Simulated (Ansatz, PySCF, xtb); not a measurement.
Spectroscopic constants of CuAs, closed-shell singlet (lowest of 2S+1 = 1, 3, 5 at CCSD(T)/def2-TZVPP on PBE0 minima; our sources give no spin for the ground state, which may be another). No spin–orbit coupling. Cu is treated without relativity. As is treated without relativity.

Constants: fifth-degree fit in 1/R to seven points, most abundant isotopes. Runs in def2 and cc sets follow the lowest solution found near the PBE0 minimum. The singlet is held restricted. HF and MP2 rows in def2 and cc sets belong to the determinant that coupled cluster picked by its CCSD energy.

Programs: Ansatz (Gaussian basis) for Hartree–Fock, density functionals and correlated methods; PySCF for LANL2DZ rows; xtb for the GFN methods. Values without a source in brackets are computed.

```tsv
level	r_e (Å)	ω_e (cm⁻¹)	ω_e x_e (cm⁻¹)	B_e (cm⁻¹)	dipole (D)
GFN1-xTB	2.173	338	1.9	0.104	-
GFN2-xTB	2.266	226	0.95	0.0960	-
SVWN5/def2-TZVPP	2.154	322	0.95	0.106	1.94
PBE/def2-TZVPP	2.208	297	0.94	0.101	2.11
r2SCAN/def2-TZVPP	2.180	311	0.98	0.104	2.56
B97M-V/def2-TZVPP	2.216	290	0.97	0.100	2.27
B3LYP/LANL2DZ	2.292	270	0.96	0.0938	2.65
B3LYP/def2-TZVPP	2.238	277	0.94	0.0984	2.39
PBE0/def2-TZVPP	2.223	284	0.93	0.0997	2.81
BHLYP/def2-TZVPP	2.275	260	0.76	0.0952	3.24
CAM-B3LYP/def2-TZVPP	2.224	284	0.87	0.0996	2.84
wB97X-V/def2-TZVPP	2.228	285	0.83	0.0993	3.39
wB97M-V/def2-TZVPP	2.229	284	0.85	0.0992	3.11
B2PLYP/def2-TZVPP	2.209	289	1.0	0.101	-
MP2/def2-TZVPP	2.180	297	0.86	0.104	-
MP2/def2-QZVPP	2.146	307	1.0	0.107	-
MP2/CBS(def2-TZVPP, def2-QZVPP)	2.124	316	1.2	0.109	-
SCS-MP2/def2-TZVPP	2.218	280	0.78	0.100	-
SCS-MP2/def2-QZVPP	2.187	285	0.88	0.103	-
CCSD/def2-TZVPP	2.264	264	0.76	0.0961	-
CCSD/def2-QZVPP	2.236	267	0.79	0.0986	-
CCSD(T)/def2-TZVPP	2.239	272	0.88	0.0984	-
CCSD(T)/def2-QZVPP	2.209	278	0.97	0.101	-
CCSD(T)/CBS(def2-TZVPP, def2-QZVPP)	2.191	285	1.1	0.103	-
```

Correlated levels freeze the inner cores; with def2 sets outer-core shells near the valence are correlated too. CBS: X⁻³ extrapolation of the correlation energy, Hartree–Fock from the larger set. Rows in LANL2DZ carry no dispersion term and start afresh at each structure. LANL2DZ brings its own core potentials from Na on.

Doubts at one or more of the structures used: a restricted determinant that unrestricted orbitals would lower (B2PLYP/def2-TZVPP, MP2/def2-TZVPP, MP2/def2-QZVPP, MP2/CBS(def2-TZVPP, def2-QZVPP), SCS-MP2/def2-TZVPP, SCS-MP2/def2-QZVPP, CCSD/def2-TZVPP, CCSD/def2-QZVPP, CCSD(T)/def2-TZVPP, CCSD(T)/def2-QZVPP, CCSD(T)/CBS(def2-TZVPP, def2-QZVPP)).

Ansatz is an electronic-structure program.
